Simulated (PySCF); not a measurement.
H2Te2, SMILES [TeH][TeH].

Geometry: B3LYP-D3(BJ)/def2-TZVP. The def2 effective core potentials stand for the cores of Te; spin–orbit coupling is left out.

Calculation: TDDFT-M06-2X/def2-SVPD run with PySCF.

Vertical excitations.  State labels are in the subgroup C2.

Computed lowest excited states:
```json
[
 {"state": "S1", "symmetry": "B", "energy (eV)": "3.08", "λ (nm)": "402", "f": "0.005", "main pairs": "HOMO→LUMO 96 %"},
 {"state": "S2", "symmetry": "A", "energy (eV)": "3.09", "λ (nm)": "401", "f": "0.003", "main pairs": "HOMO−1→LUMO 97 %"},
 {"state": "S3", "symmetry": "B", "energy (eV)": "4.73", "λ (nm)": "262", "f": "0.008", "main pairs": "HOMO−1→LUMO+1 62 %, HOMO→LUMO+2 31 %"},
 {"state": "S4", "symmetry": "A", "energy (eV)": "4.75", "λ (nm)": "261", "f": "0.008", "main pairs": "HOMO→LUMO+1 65 %, HOMO−1→LUMO+2 28 %"},
 {"state": "S5", "symmetry": "B", "energy (eV)": "5.46", "λ (nm)": "227", "f": "0.071", "main pairs": "HOMO−2→LUMO 37 %, HOMO→LUMO+2 34 %, HOMO−1→LUMO+1 20 %"},
 {"state": "S6", "symmetry": "A", "energy (eV)": "5.60", "λ (nm)": "221", "f": "0.001", "main pairs": "HOMO−1→LUMO+2 61 %, HOMO→LUMO+1 31 %"},
 {"state": "S7", "symmetry": "B", "energy (eV)": "5.94", "λ (nm)": "209", "f": "0.456", "main pairs": "HOMO−2→LUMO 46 %, HOMO→LUMO+2 23 %, HOMO−1→LUMO+1 14 %"},
 {"state": "S8", "symmetry": "A", "energy (eV)": "6.51", "λ (nm)": "191", "f": "0.037", "main pairs": "HOMO→LUMO+3 32 %, HOMO−1→LUMO+4 23 %, HOMO→LUMO+6 18 %, HOMO−3→LUMO 16 %"},
 {"state": "S9", "symmetry": "B", "energy (eV)": "6.53", "λ (nm)": "190", "f": "0.054", "main pairs": "HOMO→LUMO+4 37 %, HOMO−1→LUMO+3 33 %, HOMO−1→LUMO+6 18 %"},
 {"state": "S10", "symmetry": "B", "energy (eV)": "6.61", "λ (nm)": "188", "f": "0.008", "main pairs": "HOMO→LUMO+5 39 %, HOMO−1→LUMO+6 31 %, HOMO−1→LUMO+3 22 %"},
 {"state": "T1", "symmetry": "B", "energy (eV)": "2.62", "λ (nm)": "473", "f": "0", "main pairs": "HOMO→LUMO 96 %"},
 {"state": "T2", "symmetry": "A", "energy (eV)": "2.65", "λ (nm)": "468", "f": "0", "main pairs": "HOMO−1→LUMO 96 %"},
 {"state": "T3", "symmetry": "B", "energy (eV)": "3.82", "λ (nm)": "324", "f": "0", "main pairs": "HOMO−2→LUMO 91 %"},
 {"state": "T4", "symmetry": "B", "energy (eV)": "4.31", "λ (nm)": "288", "f": "0", "main pairs": "HOMO−1→LUMO+1 49 %, HOMO→LUMO+2 38 %"}
]
```
Triplets are in the Tamm–Dancoff approximation, which puts them higher than full response would, so one can lie above its singlet here.
